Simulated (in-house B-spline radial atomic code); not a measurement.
The calcium ion Ca⁺: [Ar] 5g1 (an excited or competing configuration)

Level of theory: Dirac-Hartree-Fock, average of configuration, Fermi nucleus of rms radius 3.4776 fm; calculated with a radial B-spline atomic code at the basis-set limit.

Effective charges: Z_r = [3n² - l(l+1)]/(2<r>) from the radius, Z_e = n√(-2ε) from the energy, and Slater's rules. Values are occupation-weighted means over j.

```
shell  electrons   ε (eV)  <r> (bohr)    Z_r    Z_e  Slater
   1s          2  -4099.1     0.07677  19.54  17.36   19.70
   2s          2  -474.45       0.361  16.62  11.81   15.85
   2p          6  -383.95      0.3259  15.34  10.62   15.85
   3s          2  -73.926       1.154  11.70   6.99    8.75
   3p          6  -48.899       1.263   9.90   5.69    8.75
   5g          1  -2.1769       13.75   2.00   2.00       -
```

The least bound orbital is 5g9/2 at -2.177 eV, and it is also the most diffuse (<r> = 13.75 bohr).

Spin-orbit splittings of the orbital energies (j = l + 1/2 above j = l - 1/2 when positive): 2p 3.787 eV, 3p 0.422 eV, 5g 4.473e-06 eV.

For the 1s electron the small component carries 0.511 % of the norm, the zero-frequency Breit interaction raises the level by 3.603 eV, self-energy by 1.668 eV, and vacuum polarisation lowers it by 0.1232 eV.

The density falls to 0.001 bohr⁻³ at 2.976 bohr; Σ<r²> = 221.61 bohr² gives, by the non-relativistic formula and without the paramagnetism of open shells, a Langevin diamagnetic susceptibility of -175.5×10⁻⁶ cm³/mol.
